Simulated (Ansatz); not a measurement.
Reaction (cleavage of the Ge–B bond): `[CH3][GeH2][BH][AlH2]` + CH₃NH₂ → `C[NH][GeH2][CH3]` + `[BH2][AlH2]`

Gas-phase electronic energies from Ansatz, PBE0-D4/def2-TZVP geometries. CBS: MP2 limit from def2 TZ/QZ plus the TZ coupled-cluster correction, frozen cores. This one scheme is used for every species. Functionals use def2-TZVPP. B3LYP here is the variant with VWN-RPA as its local correlation; programs differ in this. For Ge outer-core shells are correlated without core-valence functions, which leaves a few kJ/mol of doubt a bond. Scalar relativity is left out up to krypton. One conformer a species, not always the lowest.

`[CH3][GeH2][BH][AlH2]`:

Cartesian coordinates in Å:
```
C 1.487 1.828 -0.064
Ge 0.665 0.169 0.581
B -0.577 -0.774 -0.771
Al -2.248 -1.912 -0.192
H 2.017 1.641 -0.999
H 2.193 2.213 0.672
H 0.722 2.585 -0.242
H -0.010 0.441 1.945
H 1.782 -0.870 0.861
H -0.239 -0.649 -1.917
H -3.681 -1.224 -0.079
H -2.111 -3.449 0.206
```

CH₃NH₂:

Cartesian coordinates in Å:
```
C -0.083 -0.420 -0.373
N 0.367 0.460 0.691
H -0.923 -0.042 -0.973
H -0.384 -1.380 0.054
H 0.748 -0.621 -1.053
H -0.386 0.651 1.339
H 0.661 1.353 0.315
```

`C[NH][GeH2][CH3]`:

```xyz
13

C    -0.755   -1.048    1.382
N    -1.279   -0.368    0.216
Ge   -0.125    0.051   -1.157
C     1.395    1.154   -0.601
H    -1.573   -1.406    2.015
H    -0.190   -1.930    1.067
H    -0.087   -0.441    2.012
H    -1.894    0.393    0.467
H    -0.965    0.788   -2.216
H     0.397   -1.293   -1.704
H     1.968    0.647    0.178
H     1.050    2.113   -0.212
H     2.058    1.340   -1.448
```

`[BH2][AlH2]`:

Z-matrix (Å, degrees):
```
B
Al 1 2.115
H 1 1.200 2 122.9
H 1 1.200 2 122.9 3 -180.0
H 2 1.594 1 121.0 3 90.1
H 2 1.594 1 121.0 3 -89.9
```

```csv
level,ΔE (kJ/mol),difference from CCSD(T)/CBS
PBE-D4,13.8,11.4
r2SCAN-D4,7.2,4.8
PBE0-D4,10.0,7.6
B3LYP-D4,1.1,-1.3
ωB97X-V,-2.0,-4.4
ωB97M-V,-0.7,-3.1
B2PLYP,-1.0,-3.4
PBE,15.6,13.2
r2SCAN,7.7,5.3
PBE0,11.4,9.0
B3LYP,3.8,1.4
HF/def2-TZVPP,-11.7,-14.1
MP2/def2-TZVPP,-5.9,-8.3
SCS-MP2/def2-TZVPP,-8.6,-11.0
CCSD/def2-TZVPP,-1.4,-3.8
CCSD(T)/def2-TZVPP,-0.5,-2.9
HF/def2-QZVPP,-12.5,-14.9
MP2/def2-QZVPP,-4.5,-6.9
SCS-MP2/def2-QZVPP,-7.5,-9.9
HF/CBS(def2),-12.6,-15.0
MP2/CBS(def2),-3.0,-5.4
CCSD/CBS(def2),1.5,-0.9
CCSD(T)/CBS,2.4,0
```

Largest T1 diagnostic among the species: 0.012.

From PBE to PBE0 (25 % exact exchange), in def2-TZVPP and without D4, ΔE moves by −4.2 kJ/mol. In def2-TZVPP, CCSD(T) changes the Hartree–Fock value by +11.2 kJ/mol (the triples alone add +0.9 kJ/mol) and MP2 by +5.8 kJ/mol.
